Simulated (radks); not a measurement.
Q: All-electron atom: Se13+ in [Ne] 3s2 3p4 3d3 4s2 (not the ground configuration). All-electron calculation, Dirac Kohn-Sham, PBE, spin-unpolarised, spherical densities, finite nucleus; open shells are shared between the two j in proportion to 2j + 1; Fermi nuclear charge, rms radius 4.14 fm. Program: a radial shooting solver on a logarithmic mesh with Libxc functionals.

Spin-orbit splittings of the eigenvalues, e(l+1/2) - e(l-1/2), with zeta = 2 splitting/(2l+1) and mean radii in bohr:

| shell | occ. | splitting (eV) | zeta (eV) | <r> j=l-1/2 | <r> j=l+1/2 |
|---|---|---|---|---|---|
| 2p | 6 | 42.07 | 28.05 | 0.1677 | 0.1714 |
| 3p | 4 | ? | ? | 0.5120 | 0.5189 |
| 3d | 3 | 1.492 | 0.5967 | 0.4808 | 0.4828 |
| 4p | 0 | 2.221 | 1.480 | 1.119 | 1.130 |

Estimate the 3p splitting.

A: 7.838 eV (zeta = 5.226 eV).
